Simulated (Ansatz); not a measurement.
CH₇BOSi, SMILES `OCB[SiH3]`, relaxed with RKS PBE0-D4/def2-TZVP in Ansatz 0.2.0 from a PBE-D4/def2-SVP geometry. The force threshold is 0.005 eV/Å; the program also tests the step.

The species carries charge 0 and has multiplicity 1.

Start:

```xyz
11

O    -1.764    1.583   -0.837
C    -0.529    0.958   -0.590
B    -0.567   -0.374    0.198
Si    1.135   -1.241    0.863
H    -1.606    2.349   -1.418
H     0.279    1.658   -0.259
H    -0.071    0.480   -1.526
H    -1.628   -0.956    0.339
H     2.394   -0.508    0.465
H     1.263   -2.669    0.392
H     1.094   -1.278    2.373
```

| step | energy (eV) | largest force (eV/Å) | largest move (Å) |
| --- | --- | --- | --- |
| 1 | -11744.6817 | 0.621 | 0.000 |
| 2 | -11744.7186 | 0.292 | 0.022 |
| 3 | -11744.7252 | 0.131 | 0.025 |
| 4 (rejected) | -11744.7249 | 0.371 | 0.100 |
| 5 | -11744.7298 | 0.062 | 0.049 |
| 6 | -11744.7333 | 0.141 | 0.100 |
| 7 (rejected) | -11744.7332 | 0.154 | 0.094 |
| 8 | -11744.7355 | 0.033 | 0.046 |
| 9 | -11744.7361 | 0.012 | 0.032 |
| 10 | -11744.7362 | 0.061 | 0.059 |
| 11 | -11744.7364 | 0.029 | 0.015 |
| 12 | -11744.7364 | 0.012 | 0.003 |
| 13 | -11744.7365 | 0.013 | 0.007 |
| 14 | -11744.7365 | 0.005 | 0.006 |
| 15 | -11744.7365 | 0.002 | 0.005 |

End:

```xyz
11

O    -1.762    1.456   -0.986
C    -0.503    0.930   -0.625
B    -0.560   -0.357    0.230
Si    1.134   -1.259    0.849
H    -1.629    2.248   -1.513
H     0.107    1.662   -0.062
H     0.121    0.700   -1.511
H    -1.618   -0.829    0.534
H     2.379   -0.579    0.391
H     1.170   -2.665    0.353
H     1.161   -1.308    2.339
```

Run time 64 s (2 threads of an Arm Neoverse V1 on a shared host); peak host memory 0.37 GiB.
